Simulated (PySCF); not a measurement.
# Relaxation of singlet Mo₂F⁺

Method: PBE0/[F def2-TZVP, Mo def2-TZVP with ECP28], scalar-relativistic core potentials, density fitting, no spin–orbit coupling, PySCF. A (50,194) grid was used.

A hand-made bent start, of C2v symmetry, held to at least that symmetry:

```xyz
3
charge 1 multiplicity 1, angstrom
F     0.0000    0.0000   -1.0351
Mo    1.6216    0.0000    0.1004
Mo   -1.6216    0.0000    0.1004
```

What forces act on the atoms at the start (eV/Å)?


```tsv
atom	Fx	Fy	Fz
F1	0.00	0.00	-0.91
Mo2	-1.39	0.00	0.46
Mo3	1.39	0.00	0.46
```

What does it relax to?

It ends at C2v with F–Mo 2.005 Å (×2), Mo–Mo 2.565 Å; F–Mo–Mo 50.2° (×2), Mo–F–Mo 79.5° (after a last refinement on a finer grid). A frequency run shows a minimum. Other isomers or separated fragments may lie lower.

How much energy is released, and in how many steps?

92.4 kJ/mol in 6 steps.

Stability towards spin polarisation was not tested.

The relaxation took about 2.2 core-minutes on a shared host.
